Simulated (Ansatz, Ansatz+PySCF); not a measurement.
```yaml
atoms:
  - { symbol: C, position_ang: [0.0238, 0.0011, -0.0164] }
  - { symbol: C, position_ang: [0.5090, 0.8489, -0.9510] }
  - { symbol: O, position_ang: [0.9154, 1.5591, -1.7338] }
```

Basis set: def2-SVP (spherical functions). Frozen core: 3 orbitals. Charge 0, multiplicity 3.

Computed with Ansatz (development build ahead of 0.2.0); each method stands on the lowest determinant of its kind that the runs found.

The atomization energy at this shape (free ground-state atoms in the same class of orbitals less the molecule, no zero-point energy) of triplet C2O:

| method | atomization energy |
| --- | --- |
| UHF-MP2 | 13.42 eV |

Task: What does UHF give?

Result: 8.96 eV.
